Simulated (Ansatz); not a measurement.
Computed with Ansatz on PBE0-D4/def2-TZVP structures; ΔE is electronic, products minus reactants. CCSD(T)/CBS is the MP2 limit (def2-TZVPP, def2-QZVPP) plus CCSD(T) − MP2 in def2-TZVPP, frozen cores. This one scheme is used for every species. DFT in def2-TZVPP. B3LYP here is the variant with VWN-RPA as its local correlation; programs differ in this. One conformer a species, not always the lowest.

Consider the redistribution: `[SiH3][SiH]1C=CS1` + `CO[SiH2]S` → `C[SiH]1C=CS1` + `[SiH3]O[SiH2]S`.

`[SiH3][SiH]1C=CS1`:

Z-matrix (Å, degrees):
```
Si
C 1 1.844
C 1 2.370 2 34.4
Si 1 2.335 2 116.5 3 106.9
S 1 2.179 2 80.1 3 -2.1
H 1 1.488 2 118.3 3 -114.0
H 2 1.081 1 139.3 3 -175.4
H 3 1.088 2 128.5 1 -176.5
H 4 1.489 1 110.5 2 79.8
H 4 1.487 1 110.0 2 -160.4
H 4 1.485 1 108.9 2 -40.3
```

`CO[SiH2]S`:

Z-matrix (Å, degrees):
```
C
O 1 1.410
H 1 1.091 2 108.1
H 1 1.096 2 111.7 3 119.3
H 1 1.095 2 111.3 3 -119.1
Si 2 1.639 1 122.6 3 -170.3
S 6 2.120 2 109.8 1 171.1
H 6 1.488 2 108.6 1 49.0
H 6 1.485 2 111.9 1 -72.6
H 7 1.344 6 94.3 2 -69.2
```

`C[SiH]1C=CS1`:

```xyz
11

C    -1.120   -1.406   -0.379
Si   -0.094    0.118   -0.657
C     1.373    0.436    0.414
C     0.855    1.535    0.983
S    -0.782    1.903    0.385
H    -0.609   -2.285   -0.782
H    -1.294   -1.560    0.687
H    -2.086   -1.317   -0.883
H     0.095    0.358   -2.113
H     2.354    0.028    0.619
H     1.307    2.190    1.725
```

`[SiH3]O[SiH2]S`:

Cartesian coordinates in Å:
```
Si 0.712 -0.113 1.584
O -0.070 0.732 0.412
Si -0.922 0.500 -0.960
S -0.339 -1.266 -2.002
H 1.049 0.840 2.668
H 1.957 -0.712 1.039
H -0.159 -1.192 2.117
H -2.354 0.284 -0.650
H -0.717 1.696 -1.807
H 0.844 -0.768 -2.401
```

```json
{"level": "r2SCAN-D4", "ΔE (kJ/mol)": "-202.4", "difference from CCSD(T)/CBS": "7.3"}
{"level": "PBE0-D4", "ΔE (kJ/mol)": "-190.8", "difference from CCSD(T)/CBS": "18.9"}
{"level": "B3LYP-D4", "ΔE (kJ/mol)": "-202.1", "difference from CCSD(T)/CBS": "7.6"}
{"level": "ωB97X-V", "ΔE (kJ/mol)": "-201.5", "difference from CCSD(T)/CBS": "8.2"}
{"level": "B2PLYP", "ΔE (kJ/mol)": "-208.7", "difference from CCSD(T)/CBS": "1.0"}
{"level": "PBE", "ΔE (kJ/mol)": "-179.0", "difference from CCSD(T)/CBS": "30.7"}
{"level": "PBE0", "ΔE (kJ/mol)": "-190.0", "difference from CCSD(T)/CBS": "19.7"}
{"level": "B3LYP", "ΔE (kJ/mol)": "-200.7", "difference from CCSD(T)/CBS": "9.0"}
{"level": "MP2/def2-TZVPP", "ΔE (kJ/mol)": "-219.9", "difference from CCSD(T)/CBS": "-10.2"}
{"level": "SCS-MP2/def2-TZVPP", "ΔE (kJ/mol)": "-217.3", "difference from CCSD(T)/CBS": "-7.6"}
{"level": "CCSD/def2-TZVPP", "ΔE (kJ/mol)": "-209.9", "difference from CCSD(T)/CBS": "-0.2"}
{"level": "CCSD(T)/def2-TZVPP", "ΔE (kJ/mol)": "-206.7", "difference from CCSD(T)/CBS": "3.0"}
{"level": "HF/def2-QZVPP", "ΔE (kJ/mol)": "-223.7", "difference from CCSD(T)/CBS": "-14.0"}
{"level": "HF/CBS(def2)", "ΔE (kJ/mol)": "-224.0", "difference from CCSD(T)/CBS": "-14.3"}
{"level": "MP2/CBS(def2)", "ΔE (kJ/mol)": "-222.9", "difference from CCSD(T)/CBS": "-13.2"}
{"level": "CCSD/CBS(def2)", "ΔE (kJ/mol)": "-212.9", "difference from CCSD(T)/CBS": "-3.2"}
{"level": "CCSD(T)/CBS", "ΔE (kJ/mol)": "-209.7", "difference from CCSD(T)/CBS": "0"}
```

Largest T1 diagnostic among the species: 0.014.

From PBE to PBE0 (25 % exact exchange), in def2-TZVPP and without D4, ΔE moves by −11.0 kJ/mol.
